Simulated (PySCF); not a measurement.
Compound: C5H8BFO2.
Z-matrix (Å and degrees, PBE0-D3(BJ)/def2-SVP geometry), rows numbered from 1:
```
C 
C   1  1.3330
C   2  1.4965  1  124.42
C   3  1.5267  2  111.55  1  -111.94
O   4  1.4115  3  112.05  2  -173.67
B   5  1.3499  4  121.05  3    24.20
O   6  1.3730  5  122.28  4     0.40
C   7  1.3806  6  119.74  5     4.90
F   8  1.3741  3  108.43  2    58.78
H   1  1.0950  2  121.40  3    -0.79
H   1  1.0928  2  121.47  3   179.20
H   2  1.0963  1  119.91  3  -179.25
H   3  1.1035  2  109.55  1     8.72
H   4  1.1032  3  109.75  2   -52.44
H   4  1.0999  3  110.05  2    65.94
H   6  1.2028  5  119.39  4  -178.25
H   8  1.1017  3  112.19  2   -59.49
```

Level: PBE0/pcSseg-1 and PBE0/def2-SVPD in PySCF, non-relativistic, on one gas-phase PBE0-D3(BJ)/def2-SVP geometry that isn't relaxed in the solvent. The solvent is an IEF-PCM continuum (van der Waals radii × 1.2). The model holds no explicit solvent molecules, cavitation or dispersion.

Gas phase at PBE0/pcSseg-1: HOMO -7.90 eV, LUMO -0.32 eV, dipole 2.89 D.

What does the continuum do to the energy, the frontier levels and the dipole at PBE0/pcSseg-1 in methanol and acetonitrile?

```tsv
solvent	ε	E(solvent) − E(gas) (kcal/mol)	polarisation term (kcal/mol)	distortion of the solute (kcal/mol)	HOMO (eV)	LUMO (eV)	dipole (D)
methanol	32.61	-5.06	-5.64	0.58	-7.66	-0.03	3.57
acetonitrile	35.69	-5.08	-5.66	0.58	-7.66	-0.03	3.58
```

Polarisation term: ½ Σ q·V over the induced surface charges. Distortion: the rise of the solute's own energy as its density leaves the gas-phase optimum. From methanol to acetonitrile the lowering changes by a factor 1.00, Onsager's factor (ε − 1)/(2ε + 1) by 1.00 and ε itself by 1.1.

Which radius a makes the point-dipole formula ΔE = −[(ε − 1)/(2ε + 1)]·μ²/a³ give the value in acetonitrile, with the gas-phase dipole?

μ = 1.138 au and |ΔE| = 0.00809 Eh give a = 2.25 Å; the farthest nucleus lies 3.77 Å from the centroid of the nuclei, so such a sphere wouldn't even hold the nuclei. The formula assumes a rigid point dipole at the centre of a sphere.

Which Hirshfeld charges (PBE0/pcSseg-1) respond most in acetonitrile (means over atoms taken as equivalent)?

```
atoms             environment  gas (e)  solvent (e)  change
   F9          alkyl fluorine   -0.105       -0.115  -0.010
  H13        methine hydrogen   +0.047       +0.058  +0.011
   O5      boron-bound oxygen   -0.173       -0.183  -0.010
   O7      boron-bound oxygen   -0.181       -0.190  -0.009
  H17        methine hydrogen   +0.050       +0.058  +0.008
  H15      methylene hydrogen   +0.049       +0.055  +0.006
  H10        vinylic hydrogen   +0.048       +0.054  +0.006
   B6  three-coordinate boron   +0.217       +0.211  -0.006
  H16            B–H hydrogen   -0.054       -0.059  -0.005
  H14      methylene hydrogen   +0.042       +0.045  +0.003
  H11        vinylic hydrogen   +0.053       +0.056  +0.003
   C3          allylic carbon   -0.048       -0.045  +0.003
```

Gas phase at PBE0/def2-SVPD: HOMO -7.93 eV, LUMO -0.40 eV, dipole 2.80 D.

What does the continuum do to the energy, the frontier levels and the dipole at PBE0/def2-SVPD in acetonitrile?

```tsv
solvent	ε	E(solvent) − E(gas) (kcal/mol)	polarisation term (kcal/mol)	distortion of the solute (kcal/mol)	HOMO (eV)	LUMO (eV)	dipole (D)
acetonitrile	35.69	-4.90	-5.58	0.68	-7.68	-0.10	3.55
```

How does the static polarisability (PBE0/def2-SVPD, frozen core, with the continuum's full static response) change?

| medium | isotropic (au) | principal values (au) | ⟨r²⟩ of the electrons (bohr²) |
| --- | --- | --- | --- |
| gas | 78.6 | 67.3, 69.4, 99.2 | 1137.0 |
| acetonitrile | 103.3 | 92.6, 93.1, 124.1 | 1137.3 |

The isotropic value in acetonitrile is 1.31 times the gas-phase one; no cavity-field correction is applied. ⟨r²⟩ is taken about the centre of nuclear charge.
